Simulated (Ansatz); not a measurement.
Program: Ansatz. Geometries: PBE0-D4/def2-TZVP. ΔE: electronic, gas phase. CCSD(T)/CBS adds triple-zeta CCSD(T) − MP2 to the extrapolated MP2 energy (def2 sets, frozen cores). This one scheme is used for every species. Functionals use def2-TZVPP. B3LYP here is the variant with VWN-RPA as its local correlation; programs differ in this. For Ge outer-core shells are correlated without core-valence functions, which leaves a few kJ/mol of doubt a bond. Scalar relativity is left out up to krypton. One conformer a species, not always the lowest.

`[CH3][Ge][NH2]` + H₂ → `[NH2][GeH]` + CH₄  (hydrogenolysis of a Ge–C bond)

**Question.** Is it downhill or uphill in electronic energy at CCSD(T)/CBS, and by how much? (Estimate.)

**Answer.** Computed: Downhill: ΔE = -31.4 kJ/mol.

**Question.** What do these levels give: B3LYP-D4, r2SCANh, HF/def2-SVP, CCSD(T)/def2-SVP, MP2/def2-TZVPP, HF/def2-QZVPP? (An estimate is asked.)

**Answer.** The calculation gave: B3LYP-D4 -38.4, r2SCANh -36.7, HF/def2-SVP -66.2, CCSD(T)/def2-SVP -51.6, MP2/def2-TZVPP -27.1, HF/def2-QZVPP -58.6 kJ/mol.

Largest T1 diagnostic among the species: 0.015.

At CCSD(T), def2-SVP lies −20.2 kJ/mol from the extrapolated value and def2-TZVPP −2.9 kJ/mol. In def2-TZVPP, CCSD(T) changes the Hartree–Fock value by +24.3 kJ/mol (the triples alone add +4.3 kJ/mol) and MP2 by +31.6 kJ/mol.
